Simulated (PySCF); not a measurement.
SMILES c1csc(Cc2nccs2)c1 (C8H7NS2), GFN2-xTB optimised geometry.

```
18

C      2.88     1.45     3.67
C      3.05     2.75     3.31
S      2.85     2.98     1.62
C      2.52     1.30     1.39
C      2.18     0.75     0.04
C      0.72     0.43    -0.01
N      0.24    -0.76     0.00
C     -1.12    -0.76     0.00
C     -1.69     0.47     0.00
S     -0.49     1.70     0.00
C      2.57     0.62     2.57
H      2.97     1.10     4.69
H      3.30     3.59     3.93
H      2.73    -0.17    -0.15
H      2.42     1.49    -0.72
H     -1.64    -1.70     0.00
H     -2.73     0.73     0.00
H      2.39    -0.44     2.65
```

Density from PBE0/def2-SVP (PySCF 2.14.0) at that geometry.

Minimum of the electron density along straight lines between bonded atoms, close to the bond critical point (lines longer than 1.1 times the sum of covalent radii, or with two minima, are not listed):

```json
[
 {"bond": "C1–C2", "length / Å": "1.356", "ρ at the minimum / e bohr⁻³": "0.324", "∇²ρ there / e bohr⁻⁵": "-0.82", "position (fraction from the first atom)": "0.49"},
 {"bond": "C2–S3", "length / Å": "1.719", "ρ at the minimum / e bohr⁻³": "0.216", "∇²ρ there / e bohr⁻⁵": "-0.46", "position (fraction from the first atom)": "0.47"},
 {"bond": "S3–C4", "length / Å": "1.732", "ρ at the minimum / e bohr⁻³": "0.211", "∇²ρ there / e bohr⁻⁵": "-0.44", "position (fraction from the first atom)": "0.53"},
 {"bond": "C4–C5", "length / Å": "1.497", "ρ at the minimum / e bohr⁻³": "0.254", "∇²ρ there / e bohr⁻⁵": "-0.59", "position (fraction from the first atom)": "0.51"},
 {"bond": "C5–C6", "length / Å": "1.490", "ρ at the minimum / e bohr⁻³": "0.260", "∇²ρ there / e bohr⁻⁵": "-0.62", "position (fraction from the first atom)": "0.48"},
 {"bond": "C6–N7", "length / Å": "1.283", "ρ at the minimum / e bohr⁻³": "0.378", "∇²ρ there / e bohr⁻⁵": "-0.85", "position (fraction from the first atom)": "0.35"},
 {"bond": "N7–C8", "length / Å": "1.354", "ρ at the minimum / e bohr⁻³": "0.329", "∇²ρ there / e bohr⁻⁵": "-0.98", "position (fraction from the first atom)": "0.65"},
 {"bond": "C8–C9", "length / Å": "1.357", "ρ at the minimum / e bohr⁻³": "0.325", "∇²ρ there / e bohr⁻⁵": "-0.82", "position (fraction from the first atom)": "0.49"},
 {"bond": "C6–S10", "length / Å": "1.756", "ρ at the minimum / e bohr⁻³": "0.203", "∇²ρ there / e bohr⁻⁵": "-0.39", "position (fraction from the first atom)": "0.46"},
 {"bond": "C9–S10", "length / Å": "1.720", "ρ at the minimum / e bohr⁻³": "0.215", "∇²ρ there / e bohr⁻⁵": "-0.46", "position (fraction from the first atom)": "0.47"},
 {"bond": "C1–C11", "length / Å": "1.413", "ρ at the minimum / e bohr⁻³": "0.295", "∇²ρ there / e bohr⁻⁵": "-0.73", "position (fraction from the first atom)": "0.50"},
 {"bond": "C4–C11", "length / Å": "1.360", "ρ at the minimum / e bohr⁻³": "0.323", "∇²ρ there / e bohr⁻⁵": "-0.82", "position (fraction from the first atom)": "0.51"},
 {"bond": "C1–H12", "length / Å": "1.075", "ρ at the minimum / e bohr⁻³": "0.284", "∇²ρ there / e bohr⁻⁵": "-1.09", "position (fraction from the first atom)": "0.63"},
 {"bond": "C2–H13", "length / Å": "1.072", "ρ at the minimum / e bohr⁻³": "0.286", "∇²ρ there / e bohr⁻⁵": "-1.12", "position (fraction from the first atom)": "0.64"},
 {"bond": "C5–H14", "length / Å": "1.092", "ρ at the minimum / e bohr⁻³": "0.277", "∇²ρ there / e bohr⁻⁵": "-1.04", "position (fraction from the first atom)": "0.64"},
 {"bond": "C5–H15", "length / Å": "1.092", "ρ at the minimum / e bohr⁻³": "0.277", "∇²ρ there / e bohr⁻⁵": "-1.02", "position (fraction from the first atom)": "0.63"},
 {"bond": "C8–H16", "length / Å": "1.075", "ρ at the minimum / e bohr⁻³": "0.288", "∇²ρ there / e bohr⁻⁵": "-1.14", "position (fraction from the first atom)": "0.64"},
 {"bond": "C9–H17", "length / Å": "1.071", "ρ at the minimum / e bohr⁻³": "0.286", "∇²ρ there / e bohr⁻⁵": "-1.12", "position (fraction from the first atom)": "0.64"},
 {"bond": "C11–H18", "length / Å": "1.075", "ρ at the minimum / e bohr⁻³": "0.284", "∇²ρ there / e bohr⁻⁵": "-1.09", "position (fraction from the first atom)": "0.63"}
]
```
